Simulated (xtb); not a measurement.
SnFI3, SMILES [F][Sn]([I])([I])[I]. All values are semi-empirical tight-binding results from xtb (GFN2-xTB unless named), good for trends rather than for accurate numbers. The structure is a stationary point at GFN2-xTB. The structure was generated by enumeration; whether it is a known compound was not checked.

Optimised geometry:

Bond lengths (Å): F1–Sn2 2.007, Sn2–I3 2.723, Sn2–I4 2.723, Sn2–I5 2.723. Angles (°): F1–Sn2–I3 105.0, F1–Sn2–I4 105.0, F1–Sn2–I5 105.0, I3–Sn2–I4 113.6, I3–Sn2–I5 113.6, I4–Sn2–I5 113.6.

For metal compounds this method's bond lengths and energies can be far off.

Computed properties:
```json
{
  "point_group_as_xtb_finds_it": "C3v",
  "orbital_gap": "1.39 eV",
  "zero_point_energy": "1.9 kcal/mol",
  "G − E(el) at 298.15 K (modified RRHO)": "-22.8 kcal/mol"
}
```

Computed atomic charges and the Wiberg bond orders between heavy atoms:
charges (e) F1 -0.33, Sn2 0.50, I3 -0.05, I4 -0.05, I5 -0.05. Bond orders F1–Sn2 0.77, Sn2–I3 0.71, Sn2–I4 0.71, Sn2–I5 0.71.
